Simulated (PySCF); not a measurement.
C3H3Cl3. Atoms are numbered in the order given.

```xyz
9

C     -2.0631     0.8813     0.0000
C     -0.5811     0.6829     0.0000
Cl     0.3558     2.1531     0.0000
C      0.0662    -0.5129     0.0000
Cl    -0.8008    -2.0215     0.0000
Cl     1.7865    -0.6696     0.0000
H     -2.5929    -0.0879     0.0000
H     -2.3727     1.4628     0.8931
H     -2.3727     1.4628    -0.8931
```
Charge 0, spin multiplicity 1.

The structure is a stationary point at PBE-D3(BJ)/def2-SVP.

Calculation: SMD-B3LYP/def2-SVP (PySCF).

Solvation free energies are E(SMD) − E(gas) at the gas-phase geometry, for 1 M in both phases. In vacuum the dipole moment is 1.44 D.

```tsv
solvent	ΔG(solv) (kcal/mol)	its non-electrostatic (CDS) part	dipole (D)
water	1.1	2.8	2.03
n-hexane	…	…	…
1-octanol	-3.3	-1.8	1.94
```

Fill in the missing entries. (The exact figures need the calculation; the answer reports its results.)


- n-hexane, ΔG(solv) (kcal/mol): -3.8
- n-hexane, its non-electrostatic (CDS) part: -3.1
- n-hexane, dipole (D): 1.65
